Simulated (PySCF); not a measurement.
CHBrClF, SMILES F[C@H](Cl)Br.

Geometry optimised at PBE-D3(BJ)/def2-SVP.

Method: PBE-D3(BJ)/def2-SVP run with PySCF.

Frequencies are harmonic and unscaled.

```
mode  ν (cm⁻¹)  IR (km/mol)  moving atoms (share of kinetic energy)
----  --------  -----------  --------------------------------------
1          213          0.1                 Cl 55 %, Br 29 %, F 8 %
2          299          0.9                         F 67 %, Br 22 %
3          415          1.2                 F 47 %, Cl 34 %, C 15 %
4          629         79.4                          C 78 %, H 11 %
5          736        190.8                         C 76 %, Cl 16 %
6         1111        198.4                          C 57 %, F 39 %
7         1156         61.2                           H 90 %, C 8 %
8         1277         17.1                          H 87 %, C 11 %
9         3062          4.8                           H 92 %, C 8 %
```
